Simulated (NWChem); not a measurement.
**Volume series of Si (diamond structure): conduction valleys**

All runs are NWChem calculations. Level: LDA (Vosko), default library pseudopotentials (valence charges Si 4), cutoff 15 Ha, shifted 6×6×6 mesh, two-atom cell, no spin-orbit coupling. Each row gives the lowest empty level at Γ, at L and on the outer part of the line to X, counted from the valence top at Γ within the same run; other points weren't sampled.

| ln(V/V₀) | a (Å) | Γ (eV) | L (eV) | X line (eV) |
|---|---|---|---|---|
| -0.062 | 5.272 | 2.60 | 1.76 | 0.35 |
| -0.041 | 5.309 | 2.59 | 1.68 | 0.39 |
| -0.020 | 5.346 | ? | ? | ? |
| 0.000 | 5.382 | 2.57 | 1.53 | 0.46 |
| 0.020 | 5.418 | 2.56 | 1.46 | 0.49 |
| 0.039 | 5.453 | 2.55 | 1.39 | 0.52 |
| 0.058 | 5.488 | 2.54 | 1.32 | 0.55 |

**Question.** Fit a line in ln V to each valley, give the slopes, and predict the withheld row.

**Answer.** Slopes dE/d(ln V): Γ -0.5 eV, L -3.6 eV, X line 1.7 eV (largest miss of a line 0.00 eV). With this level's bulk modulus of about 96 GPa, dE/dP = −slope/B gives Γ 5 meV/GPa, L 38 meV/GPa, X line -18 meV/GPa. The lowest valley is X line in every row. Predicted against computed: Γ 2.58 against 2.58, L 1.60 against 1.60, X line 0.42 against 0.43 eV.
